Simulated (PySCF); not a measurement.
F2OTa (SMILES [O]=[Ta+]([F])[F]), charge +1, singlet, geometry from GFN2-xTB (such geometries of metal compounds can be far from the true shape) (the multiplicity is a formal guess) (core potentials on Ta); PBE0/def2-SV(P) (PySCF).

PySCF was given this input:
```python
from pyscf import gto, scf, dft

mol = gto.Mole()
mol.atom = '''
    Ta    0.11123795    0.17488120    0.06889468
    O     1.32045398   -0.96533351   -0.49187575
    F    -0.96211147   -0.84678775    1.25488391
    F    -1.11388880    0.28638115   -1.37647346
'''
mol.basis = 'def2-sv(p)'
mol.ecp = {'Ta': 'def2-sv(p)'}
mol.charge = 1
mol.verbose = 4
mol.symmetry = True
mol.build()

mf = dft.RKS(mol)
mf.xc = 'pbe0'
mf.irrep_nelec = {"A'": 22, 'A"': 16}
mf.kernel()
mf.analyze()
```

Problem. Predict the main parts of the log of this PySCF run.

Solution. 
```
PySCF version 2.14.0

[INPUT] verbose = 4
[INPUT] num. atoms = 4
[INPUT] num. electrons = 38
[INPUT] charge = 1
[INPUT] spin (= nelec alpha-beta = 2S) = 0
[INPUT] symmetry True subgroup None
[INPUT] Mole.unit = angstrom
[INPUT] Symbol           X                Y                Z      unit          X                Y                Z       unit  Magmom
[INPUT]  1 Ta     0.111237950000   0.174881200000   0.068894680000 AA    0.210209260158   0.330477572335   0.130192076640 Bohr   0.0
[INPUT]  2 O      1.320453980000  -0.965333510000  -0.491875750000 AA    2.495296382292  -1.824215952765  -0.929510454815 Bohr   0.0
[INPUT]  3 F     -0.962111470000  -0.846787750000   1.254883910000 AA   -1.818127179603  -1.600196933137   2.371386908023 Bohr   0.0
[INPUT]  4 F     -1.113888800000   0.286381150000  -1.376473460000 AA   -2.104944765220   0.541181940738  -2.601157857132 Bohr   0.0

nuclear repulsion = 138.045365012949
point group symmetry = Cs
symmetry origin: [-4.58115424e-09  2.29057712e-09 -5.91732426e-09]
symmetry axis x: [-0.20652527 -0.90292611 -0.37692407]
symmetry axis y: [ 0.97701005 -0.16947841 -0.12933846]
symmetry axis z: [ 0.05290258 -0.39497027  0.91716945]
num. orbitals of irrep A' = 42
num. orbitals of irrep A" = 25
number of shells = 29
number of NR pGTOs = 122
number of NR cGTOs = 67
basis = def2-sv(p)
ecp = {'Ta': 'def2-sv(p)'}

******** <class 'pyscf.dft.rks_symm.SymAdaptedRKS'> ********
method = SymAdaptedRKS
initial guess = minao
damping factor = 0
level_shift factor = 0
DIIS = <class 'pyscf.scf.diis.CDIIS'>
diis_start_cycle = 1
diis_space = 8
diis_damp = 0
SCF conv_tol = 1e-09
SCF conv_tol_grad = None
SCF max_cycles = 50
direct_scf = True
direct_scf_tol = 1e-13
XC library pyscf.dft.libxc version 7.1.2
    S. Lehtola, C. Steigemann, M. J. T. Oliveira, and M. A. L. Marques,  SoftwareX 7, 1–5 (2018)
XC functionals = pbe0
    C. Adamo and V. Barone,  J. Chem. Phys. 110, 6158 (1999)
    M. Ernzerhof and G. E. Scuseria,  J. Chem. Phys. 110, 5029 (1999)
radial grids:
    Treutler-Ahlrichs [JCP 102, 346 (1995); DOI:10.1063/1.469408] (M4) radial grids

becke partition: Becke, JCP 88, 2547 (1988); DOI:10.1063/1.454033
pruning grids: <function nwchem_prune>
grids dens level: 3
symmetrized grids: True
atomic radii adjust function: <function treutler_atomic_radii_adjust>
small_rho_cutoff = 0
Freeze 38 electrons in irreps ["A'", 'A"']
    0 free electrons in irreps
Set gradient conv threshold to 3.16228e-05
Initial guess from minao.
tot grids = 66616
init E= -318.609098393127
HOMO (A") = -0.40641195206473  LUMO (A') = -0.676466757064819  gap/eV = -7.34857

WARN: A' LUMO -0.676466757064819 < system HOMO -0.40641195206473

WARN: A" HOMO -0.40641195206473 > system LUMO -0.676466757064819

cycle= 1 E= -330.552869037765  delta_E= -11.9  |g|= 0.793  |ddm|= 8.08
HOMO (A") = -0.270172218812289  LUMO (A') = -0.533309131753381  gap/eV = -7.16032

WARN: A' LUMO -0.533309131753381 < system HOMO -0.270172218812289

WARN: A" HOMO -0.270172218812289 > system LUMO -0.533309131753381

cycle= 2 E= -329.200377035766  delta_E= 1.35  |g|= 2.39  |ddm|= 2.31
HOMO (A") = -0.30434538361026  LUMO (A') = -0.588430681479149  gap/eV = -7.73035

WARN: A' LUMO -0.588430681479149 < system HOMO -0.30434538361026

WARN: A" HOMO -0.30434538361026 > system LUMO -0.588430681479149

cycle= 3 E= -330.632224405622  delta_E= -1.43  |g|= 0.538  |ddm|= 1.91
HOMO (A") = -0.378931880614259  LUMO (A') = -0.622995628730237  gap/eV = -6.64131

WARN: A' LUMO -0.622995628730237 < system HOMO -0.378931880614259

WARN: A" HOMO -0.378931880614259 > system LUMO -0.622995628730237

cycle= 4 E= -330.669380955197  delta_E= -0.0372  |g|= 0.454  |ddm|= 0.805
HOMO (A") = -0.371140964663574  LUMO (A') = -0.633405271878289  gap/eV = -7.13658

WARN: A' LUMO -0.633405271878289 < system HOMO -0.371140964663574

WARN: A" HOMO -0.371140964663574 > system LUMO -0.633405271878289

cycle= 5 E= -330.706274170842  delta_E= -0.0369  |g|= 0.187  |ddm|= 0.224
HOMO (A") = -0.370178165088437  LUMO (A') = -0.6223977224282  gap/eV = -6.86324

WARN: A' LUMO -0.6223977224282 < system HOMO -0.370178165088437

WARN: A" HOMO -0.370178165088437 > system LUMO -0.6223977224282

cycle= 6 E= -330.712289525549  delta_E= -0.00602  |g|= 0.101  |ddm|= 0.0778
HOMO (A") = -0.369287641729078  LUMO (A') = -0.620563920166461  gap/eV = -6.83758

WARN: A' LUMO -0.620563920166461 < system HOMO -0.369287641729078

WARN: A" HOMO -0.369287641729078 > system LUMO -0.620563920166461

cycle= 7 E= -330.714519065804  delta_E= -0.00223  |g|= 0.0212  |ddm|= 0.0661
HOMO (A") = -0.369362255510036  LUMO (A') = -0.620280578814661  gap/eV = -6.82784

WARN: A' LUMO -0.620280578814661 < system HOMO -0.369362255510036

WARN: A" HOMO -0.369362255510036 > system LUMO -0.620280578814661

cycle= 8 E= -330.714642766663  delta_E= -0.000124  |g|= 0.00226  |ddm|= 0.0252
HOMO (A") = -0.36946418499489  LUMO (A') = -0.620481348909419  gap/eV = -6.83052

WARN: A' LUMO -0.620481348909419 < system HOMO -0.36946418499489

WARN: A" HOMO -0.36946418499489 > system LUMO -0.620481348909419

cycle= 9 E= -330.714651039132  delta_E= -8.27e-06  |g|= 0.000964  |ddm|= 0.0117
HOMO (A") = -0.369600367387346  LUMO (A') = -0.620669844035902  gap/eV = -6.83195

WARN: A' LUMO -0.620669844035902 < system HOMO -0.369600367387346

WARN: A" HOMO -0.369600367387346 > system LUMO -0.620669844035902

cycle= 10 E= -330.714656219485  delta_E= -5.18e-06  |g|= 0.00163  |ddm|= 0.0142
HOMO (A") = -0.369633160675518  LUMO (A') = -0.620659273402751  gap/eV = -6.83077

WARN: A' LUMO -0.620659273402751 < system HOMO -0.369633160675518

WARN: A" HOMO -0.369633160675518 > system LUMO -0.620659273402751

cycle= 11 E= -330.714658297415  delta_E= -2.08e-06  |g|= 0.000342  |ddm|= 0.00623
HOMO (A") = -0.369565555119772  LUMO (A') = -0.620586371253136  gap/eV = -6.83062

WARN: A' LUMO -0.620586371253136 < system HOMO -0.369565555119772

WARN: A" HOMO -0.369565555119772 > system LUMO -0.620586371253136

cycle= 12 E= -330.714659472546  delta_E= -1.18e-06  |g|= 0.000216  |ddm|= 0.00833
HOMO (A") = -0.369590066107736  LUMO (A') = -0.620591209879191  gap/eV = -6.83009

WARN: A' LUMO -0.620591209879191 < system HOMO -0.369590066107736

WARN: A" HOMO -0.369590066107736 > system LUMO -0.620591209879191

cycle= 13 E= -330.714659619958  delta_E= -1.47e-07  |g|= 7.56e-05  |ddm|= 0.00381
HOMO (A") = -0.369588921653317  LUMO (A') = -0.620590340810836  gap/eV = -6.83010

WARN: A' LUMO -0.620590340810836 < system HOMO -0.369588921653317

WARN: A" HOMO -0.369588921653317 > system LUMO -0.620590340810836

cycle= 14 E= -330.714659622017  delta_E= -2.06e-09  |g|= 2.4e-05  |ddm|= 0.000252
HOMO (A") = -0.369588955723701  LUMO (A') = -0.620590199581564  gap/eV = -6.83009

WARN: A' LUMO -0.620590199581564 < system HOMO -0.369588955723701

WARN: A" HOMO -0.369588955723701 > system LUMO -0.620590199581564

cycle= 15 E= -330.714659622217  delta_E= -2e-10  |g|= 4.5e-06  |ddm|= 2.91e-05
HOMO (A") = -0.369589003358634  LUMO (A') = -0.620589242478534  gap/eV = -6.83006

WARN: A' LUMO -0.620589242478534 < system HOMO -0.369589003358634

WARN: A" HOMO -0.369589003358634 > system LUMO -0.620589242478534

Extra cycle  E= -330.714659622086  delta_E= 1.31e-10  |g|= 2.57e-05  |ddm|= 2.54e-05
converged SCF energy = -330.714659622086
**** SCF Summaries ****
Total Energy =                        -330.714659622086401
Nuclear Repulsion Energy =             138.045365012948679
One-electron Energy =                 -741.638085201882632
Two-electron Energy =                  272.878060566847523
Two-electron Coulomb Energy =          308.440524675211975
DFT Exchange-Correlation Energy =      -35.562464108364466
HOMO-LUMO gap [eV] =                    -6.830064397803910
Wave-function symmetry = A'
occupancy for each irrep:     A'   A"
                              11    8
**** MO energy ****
MO #1 (A' #1), energy= -25.0548060948356 occ= 2
MO #2 (A" #1), energy= -25.0547902043834 occ= 2
MO #3 (A' #2), energy= -19.6210769464025 occ= 2
MO #4 (A' #3), energy= -3.02907817842556 occ= 2
MO #5 (A' #4), energy= -1.82191561275943 occ= 2
MO #6 (A' #5), energy= -1.76964219228833 occ= 2
MO #7 (A" #2), energy= -1.76379348909104 occ= 2
MO #8 (A' #6), energy= -1.42422894147919 occ= 2
MO #9 (A" #3), energy= -1.417982530113 occ= 2
MO #10 (A' #7), energy= -1.27144993893031 occ= 2
MO #11 (A" #4), energy= -0.742402906711692 occ= 2
MO #12 (A' #8), energy= -0.733537801524974 occ= 2
MO #13 (A' #9), energy= -0.726924846945443 occ= 2
MO #14 (A" #5), energy= -0.721760236010008 occ= 2
MO #15 (A' #10), energy= -0.721329976279131 occ= 2
MO #16 (A' #11), energy= -0.703538120468465 occ= 2
MO #17 (A" #6), energy= -0.690239653405719 occ= 2
MO #18 (A" #7), energy= -0.678190197646117 occ= 2
MO #19 (A" #8), energy= -0.369589003358634 occ= 2
MO #20 (A' #12), energy= -0.620589242478534 occ= 0
MO #21 (A' #13), energy= -0.332326058820964 occ= 0
MO #22 (A' #14), energy= -0.302027856467394 occ= 0
MO #23 (A' #15), energy= -0.245275206878585 occ= 0
MO #24 (A" #9), energy= -0.241734642493588 occ= 0
MO #25 (A' #16), energy= -0.21485345966272 occ= 0
MO #26 (A' #17), energy= -0.134093982177106 occ= 0
MO #27 (A" #10), energy= -0.113809990962129 occ= 0

WARN: System has nonzero charge 1; the dipole moment is origin-dependent.
Location of origin: [0. 0. 0.]

Dipole moment(X, Y, Z, Debye):  2.27676,  1.42763,  0.48347
```
